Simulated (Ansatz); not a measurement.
This triplet lies 0.95 eV below the relaxed singlet at the level B3LYP/cc-pVTZ // B3LYP-D3(BJ)/def2-TZVP (Ansatz, a first-principles code).

A geometry relaxed with B3LYP-D3(BJ)/def2-TZVP run with Ansatz, charge 1, multiplicity 3:

```xyz
8

Si    -1.2838    -1.0085    -0.5347
H     -0.7729    -1.6748    -1.7397
H      2.7885     2.1932     0.8510
H     -2.3768    -0.0528    -0.7569
N      0.0964     0.0751    -0.0699
H     -1.4259    -1.8663     0.6490
C      0.9974     0.7833     0.2383
C      1.9771     1.5509     0.5708
```

Question: Write the SMILES of this molecule.

Answer: `C#C[N+][SiH3]`
